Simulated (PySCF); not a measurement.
HSE06 on Re⁻ (rhenium, charge -1), [Xe] 4f14 5d6 6s2, high-spin 5D determinant. Calculation: PySCF 2.14, in def2-QZVPPD with the def2 core potential (60 electrons) (7s6p4d4f2g, 91 functions); a scalar-relativistic core potential.

```
cycle= 1 E= -78.1545177153116  delta_E= -0.0127  |g|= 0.021  |ddm|=    1
cycle= 2 E= -78.1549076430869  delta_E= -0.00039  |g|= 0.0078  |ddm|= 0.173
cycle= 3 E= -78.1549339840101  delta_E= -2.63e-05  |g|= 0.00614  |ddm|= 0.0234
cycle= 4 E= -78.1549557893748  delta_E= -2.18e-05  |g|= 0.000925  |ddm|= 0.0188
cycle= 5 E= -78.154957226403  delta_E= -1.44e-06  |g|= 0.000161  |ddm|= 0.00813
cycle= 6 E= -78.1549572633556  delta_E= -3.7e-08  |g|= 2.36e-05  |ddm|= 0.000648
cycle= 7 E= -78.1549572654827  delta_E= -2.13e-09  |g|= 3.76e-06  |ddm|= 0.000171
cycle= 8 E= -78.1549572655179  delta_E= -3.51e-11  |g|= 1.49e-06  |ddm|= 1.82e-05
converged SCF energy = -78.1549572655179  <S^2> = 6.0302157  2S+1 = 5.0120717
```

Highest occupied orbital energy: 2.713 eV; ⟨L²⟩ = 6.03; populations by l: s 4.00, p 6.00, d 6.00, f 0.00.

**Question.** Can this result be used?

**Answer.** With care. The run converged. Energies and moments cover only the electrons outside the core potential. Spin-orbit coupling, absent here, splits the open shell strongly. At HSE06 the highest occupied level has a positive energy, so only the finite basis holds that electron; in a semilocal or global hybrid functional this comes from self-interaction and does not mean that the real anion is unbound.
